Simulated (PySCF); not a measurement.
Simulation results for AlBFH2O

Computed with PySCF 2.14.0. Calculation on a computer-drawn molecule: optimised geometry and harmonic frequencies of an isolated molecule of the commonest isotopes, restricted reference for singlets and unrestricted otherwise, frozen core in MP2.

```yaml
- formula: AlBFH2O
  start_structure:
    atoms_angstrom:
      - [F, -3.265, 3.2551, -2.6406]
      - [B, -2.8977, 2.9213, -1.4848]
      - [O, -2.6517, 2.5412, -0.3431]
      - [Al, -2.2382, 2.059, 1.3335]
      - [H, -0.7837, 1.6155, 1.3247]
      - [H, -3.4955, 2.1303, 2.1808]
  given:
    charge: 1
    multiplicity: 1
    method: HF
    basis: "cc-pV(D+d)Z"
    drawn_bonds_atom: [1, 2, 3, 4, 4]
    drawn_bonds_other_atom: [2, 3, 4, 5, 6]
    drawn_bonds_order: [1, 1, 1, 1, 1]
  results:
    optimised_atom_element: [F, B, O, Al, H, H]
    "optimised_atom_x [angstrom]": [-3.241, -2.952, -2.67, -2.233, -0.7417, -3.494]
    "optimised_atom_y [angstrom]": [3.279, 2.917, 2.563, 2.017, 1.61, 2.135]
    "optimised_atom_z [angstrom]": [-2.677, -1.521, -0.3902, 1.348, 1.377, 2.235]
    "modes_frequency [cm^-1]": [88.08, 105.9, 402.5, 498.8, 523.9, 570.6, 634.2, 758.6, 1144, 2120, 2166, 2186]
    "modes_reduced_mass [dalton]": [5.725, 10.03, 14.84, 3.149, 8.525, 1.635, 1.187, 1.053, 16.23, 1.033, 1.073, 9.901]
    "rotational_constants [GHz]": [116.8, 2.129, 2.091]
    "total_energy [hartree]": -441.9515
    "convergence_status_largest_gradient_component [hartree/bohr]": 2.146e-05
```
